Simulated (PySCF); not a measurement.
## Calculated data, CH$_{6}$BSi, CH$_{6}$BOSi, CH$_{7}$BNSi, AlBH$_{5}$OSi and others

All values are calculated (PySCF 2.14.0). Calculation on a computer-drawn molecule: optimised geometry and harmonic frequencies of an isolated molecule of the commonest isotopes, restricted reference for singlets and unrestricted otherwise, frozen core in MP2.

Common to all runs: charge 0; multiplicity 2; method HF; basis cc-pV(D+d)Z.

(1) CH$_{6}$BSi

Start structure:
```xyz
9
CH6BSi
B     -1.5791     0.6339     0.6390
Si     0.0311    -0.2590     1.0193
C      1.1361    -1.1797    -0.2568
H     -2.0209     0.6259    -0.5387
H     -2.2329     1.1115     1.5082
H      0.6922    -0.5183     2.2706
H      2.1631    -0.7317    -0.2480
H      0.7765    -1.0533    -1.2866
H      1.2726    -2.1965    -0.0182
```

| Property | Result |
| --- | --- |
| rotational constants | 25.52, 5.519, 4.669 GHz |
| total energy | -354.9286 hartree |
| spin squared | 0.7614 |
| convergence status largest gradient component | 8.247e-06 hartree/bohr |

Drawn bonds:
```
atom  other atom  order
   1           2      1
   2           3      1
   1           4      1
   1           5      1
   2           6      1
   3           7      1
   3           8      1
   3           9      1
```

Optimised structure:
```xyz
9
CH6BSi
B     -1.5968     0.6018     0.6175
Si     0.0659    -0.3201     0.9876
C      1.1723    -1.1663    -0.2770
H     -2.0134     0.6751    -0.5057
H     -2.2151     1.1033     1.5145
H      0.6186    -0.4364     2.3556
H      2.1726    -0.7248    -0.2747
H      0.7541    -1.0699    -1.2809
H      1.2805    -2.2300    -0.0480
```

Modes:
```
frequency (cm⁻¹)  reduced mass (dalton)
           99.04                  1.237
           203.3                  2.336
           239.4                  1.185
             445                  1.021
             602                  1.136
           642.1                  3.425
           787.2                  3.023
           790.4                  1.205
           832.1                   1.54
           879.1                  1.255
           978.2                  1.253
            1244                  1.176
            1389                  1.233
            1549                  1.053
            1552                  1.049
            2320                  1.041
            2670                  1.051
            2755                  1.127
            3170                  1.035
            3247                  1.101
            3267                  1.102
```

(2) CH$_{6}$BOSi

Start structure:
```xyz
10
CH6BOSi
B      0.3448    -1.9572    -2.0498
Si     0.2904    -2.2387    -0.2411
C      0.4483    -0.7342     1.0201
O      0.2584     0.5314     0.3725
H      0.2339    -2.9380    -2.7992
H      0.4576    -0.9462    -2.5925
H      0.2271    -3.4143     0.6985
H      1.4482    -0.7192     1.4988
H     -0.3024    -0.7988     1.8229
H      0.8510     0.5653    -0.3248
```

| Item | Value |
| --- | --- |
| rotational constants | 10.6, 3.631, 2.766 GHz |
| total energy | -429.7728 hartree |
| spin squared | 0.762 |
| convergence status largest gradient component | 2.149e-05 hartree/bohr |

Drawn bonds:
```
atom  other atom  order
   1           2      1
   2           3      1
   3           4      1
   1           5      1
   1           6      1
   2           7      1
   3           8      1
   3           9      1
   4          10      1
```

Optimised structure:
```xyz
10
CH6BOSi
B      0.2926    -2.0348    -2.1092
Si     0.3037    -2.1670    -0.1742
C      0.4369    -0.6951     1.0263
O      0.3131     0.5551     0.3930
H      0.2527    -3.0333    -2.7706
H      0.3081    -0.9639    -2.6484
H      0.3507    -3.4524     0.5584
H      1.3631    -0.7645     1.6114
H     -0.3766    -0.7596     1.7519
H      1.0129     0.6656    -0.2332
```

Modes:
```
frequency (cm⁻¹)  reduced mass (dalton)
            61.9                  2.303
             137                  3.411
           224.2                  1.168
           301.8                  1.209
           357.9                  2.768
           446.5                  1.022
           606.3                  2.677
           660.3                  1.628
           765.4                  1.858
           771.7                  1.628
           878.4                  1.261
           912.9                  1.464
            1165                   6.15
            1232                  1.044
            1244                  1.175
            1397                  1.278
            1494                  1.224
            1577                  1.071
            2322                  1.042
            2677                  1.051
            2764                  1.127
            3142                   1.07
            3226                  1.092
            4148                  1.067
```

(3) CH$_{7}$BNSi

Start structure:
```xyz
11
CH7BNSi
B     -1.2380     2.3836     0.9274
Si    -0.8964     0.5445     0.7681
N      0.5748    -0.2111     0.2302
C      1.7561     0.5018    -0.1769
H     -0.4123     3.0515     0.5615
H     -2.3393     2.7556     1.2462
H     -1.7066    -0.7060     1.1119
H      0.6880    -1.2451     0.2737
H      2.6001     0.2081     0.4075
H      1.6144     1.5294    -0.1400
H      1.9638     0.2334    -1.2082
```

| Quantity | Value |
| --- | --- |
| rotational constants | 11.93, 3.622, 2.828 GHz |
| total energy | -409.9782 hartree |
| spin squared | 0.7594 |
| convergence status largest gradient component | 2.439e-05 hartree/bohr |

Drawn bonds:
```
atom  other atom  order
   1           2      1
   2           3      1
   3           4      1
   1           5      1
   1           6      1
   2           7      1
   3           8      1
   4           9      1
   4          10      1
   4          11      1
```

Optimised structure:
```xyz
11
CH7BNSi
B     -1.2675     2.3602     0.8951
Si    -0.8570     0.4993     0.7731
N      0.5838    -0.2191     0.2530
C      1.7886     0.4504    -0.2041
H     -0.4787     3.2118     0.5902
H     -2.3615     2.6533     1.2941
H     -1.7728    -0.6035     1.1296
H      0.6474    -1.2185     0.2461
H      2.6455     0.2051     0.4281
H      1.6464     1.5296    -0.1697
H      2.0304     0.1770    -1.2341
```

Modes:
```
frequency (cm⁻¹)  reduced mass (dalton)
           109.1                   1.06
           165.8                  2.818
           167.2                  2.602
           309.3                  1.246
           361.7                  2.517
           460.4                  1.135
           568.3                   1.07
             665                  1.695
           707.6                   3.06
           796.7                  1.234
           836.7                  1.945
           963.6                  1.616
            1186                  1.249
            1221                  3.425
            1232                  1.282
            1233                  1.213
            1536                  1.431
            1575                  1.165
            1593                  1.042
            1622                  1.053
            2338                  1.042
            2660                  1.051
            2745                  1.128
            3173                  1.036
            3232                  1.106
            3283                  1.102
            3818                  1.076
```

(4) CH$_{6}$BOSi

Start structure:
```xyz
10
CH6BOSi
B     -0.8596    -0.6132     2.2285
Si    -0.8859    -0.0713     0.4543
O     -0.3855    -0.9336    -0.7976
C      0.0877    -2.2128    -0.8714
H     -1.2014    -0.0108     3.1230
H     -0.5510    -1.7608     2.5161
H     -1.1879     1.1276    -0.3338
H     -0.6877    -2.9490    -0.5048
H      0.3413    -2.4536    -1.9384
H      0.9844    -2.2928    -0.3135
```

| Property | Result |
| --- | --- |
| rotational constants | 12.47, 3.833, 2.987 GHz |
| total energy | -429.8157 hartree |
| spin squared | 0.7595 |
| convergence status largest gradient component | 1.351e-05 hartree/bohr |

Drawn bonds:
```
atom  other atom  order
   1           2      1
   2           3      1
   3           4      1
   1           5      1
   1           6      1
   2           7      1
   4           8      1
   4           9      1
   4          10      1
```

Optimised structure:
```xyz
10
CH6BOSi
B     -0.8803    -0.6557     2.2376
Si    -0.8521    -0.0757     0.4164
O     -0.3730    -0.9410    -0.8806
C      0.1064    -2.2646    -0.9148
H     -1.2679     0.1261     3.0610
H     -0.5261    -1.7568     2.5543
H     -1.2566     1.2396    -0.1022
H     -0.6382    -2.9624    -0.5270
H      0.3193    -2.5147    -1.9520
H      1.0229    -2.3651    -0.3302
```

Modes:
```
frequency (cm⁻¹)  reduced mass (dalton)
           59.99                  1.042
           148.6                  3.244
           148.9                  2.616
           293.4                  1.347
           318.4                  2.861
           467.9                  1.038
           649.8                  1.872
           721.9                  2.919
             824                  1.237
           836.7                  2.404
           944.7                  1.521
            1217                  2.841
            1234                  1.469
            1272                  1.268
            1301                  1.469
            1597                  1.137
            1599                  1.048
            1604                  1.044
            2374                  1.042
            2669                  1.051
            2757                  1.128
            3184                  1.032
            3259                  1.108
            3293                  1.105
```

(5) AlBH$_{5}$OSi

Start structure:
```xyz
9
AlBH5OSi
B     -3.0676    -0.3313     1.2644
Si    -1.4671    -0.7253     0.3892
O     -0.5042     0.5445    -0.0853
Al     0.4749     1.8022    -0.4642
H     -3.4416     0.7304     1.5672
H     -3.8176    -1.2169     1.5196
H     -0.7375    -1.8523    -0.2011
H      1.5505     2.2995     0.5704
H      0.2879     2.5436    -1.7963
```

| Item | Value |
| --- | --- |
| rotational constants | 17.23, 1.897, 1.755 GHz |
| total energy | -633.3506 hartree |
| spin squared | 0.7598 |
| convergence status largest gradient component | 3.917e-05 hartree/bohr |

Drawn bonds:
```
atom  other atom  order
   1           2      1
   2           3      1
   3           4      1
   1           5      1
   1           6      1
   2           7      1
   4           8      1
   4           9      1
```

Optimised structure:
```xyz
9
AlBH5OSi
B     -3.1141    -0.3708     1.2681
Si    -1.4640    -0.6231     0.3371
O     -0.4301     0.5440    -0.1019
Al     0.5399     1.8826    -0.4744
H     -3.4906     0.7209     1.5929
H     -3.7659    -1.3470     1.5188
H     -0.9293    -1.9280    -0.0976
H      1.6133     2.3289     0.5815
H      0.3184     2.5869    -1.8605
```

Modes:
```
frequency (cm⁻¹)  reduced mass (dalton)
           56.27                  1.264
           66.53                  4.178
           88.72                  2.183
           257.1                  2.996
           282.9                  1.557
           448.6                  1.022
           522.5                  5.133
           604.8                  1.245
           664.3                  1.307
           680.6                  1.388
           772.8                  3.675
           829.6                  1.238
           847.5                  1.093
           951.8                  1.184
            1134                  9.127
            1232                  1.241
            2027                  1.063
            2030                  1.022
            2342                  1.042
            2666                  1.051
            2754                  1.128
```

(6) BFH$_{5}$Si$_{2}$

Start structure:
```xyz
9
BFH5Si2
B     -0.1695    -1.4613     1.4086
Si    -0.9209     0.2336     0.9821
F      0.1312     1.4561     0.7608
Si    -2.9647     1.2372     0.5461
H     -0.8997    -2.4379     1.5062
H      0.9432    -1.5891     1.4359
H     -4.0562     0.2936     0.7801
H     -3.2751     2.3559     1.5323
H     -3.1051     1.8554    -0.7395
```

| Property | Result |
| --- | --- |
| rotational constants | 6.195, 2.707, 1.926 GHz |
| total energy | -704.9031 hartree |
| spin squared | 0.762 |
| convergence status largest gradient component | 2.452e-05 hartree/bohr |

Drawn bonds:
```
atom  other atom  order
   1           2      1
   2           3      1
   2           4      1
   1           5      1
   1           6      1
   4           7      1
   4           8      1
   4           9      1
```

Optimised structure:
```xyz
9
BFH5Si2
B     -0.2447    -1.4243     1.3541
Si    -0.8269     0.3657     0.9319
F      0.2566     1.5606     0.7478
Si    -2.9889     1.2241     0.6029
H     -1.0983    -2.2576     1.4760
H      0.9104    -1.7031     1.4906
H     -3.9430     0.1088     0.7894
H     -3.2660     2.2955     1.5850
H     -3.1160     1.7737    -0.7651
```

Modes:
```
frequency (cm⁻¹)  reduced mass (dalton)
           60.28                  1.967
           104.4                  1.728
           135.3                  3.289
           217.4                  4.461
           374.5                  1.068
           426.4                  5.603
           546.7                   1.11
             566                  1.269
           675.4                  1.733
           736.6                  3.039
           867.8                  1.256
           905.1                  8.002
           974.2                  1.154
            1014                  1.038
            1027                  1.044
            1235                  1.182
            2320                  1.048
            2321                  1.021
            2324                  1.051
            2682                  1.051
            2779                  1.127
```
